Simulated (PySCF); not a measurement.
CH7AlO2Si, SMILES [OH][Al]([SiH2]C)[OH]. Geometry: PBE-D3(BJ)/def2-SVP. The structure was generated by enumeration; whether it is a known compound was not checked. One conformer was computed; it need not be the lowest.

Computed equilibrium geometry at PBE-D3(BJ)/def2-SVP (PySCF confirms it by a frequency run) as Cartesian coordinates in Å, and its point group (one conformer of several):
point group Cs.
```xyz
12

Si    -0.7570    -1.3276     0.0000
C      0.6813    -2.5711     0.0000
Al     0.0366     0.9738     0.0000
O      1.7439     1.2048     0.0000
O     -1.1099     2.2569     0.0000
H     -1.6359    -1.5661    -1.2062
H     -1.6359    -1.5661     1.2062
H      1.3190    -2.4276     0.8949
H      0.3057    -3.6141     0.0000
H      1.3190    -2.4276    -0.8949
H      2.2115     2.0540     0.0000
H     -0.9202     3.2073     0.0000
```
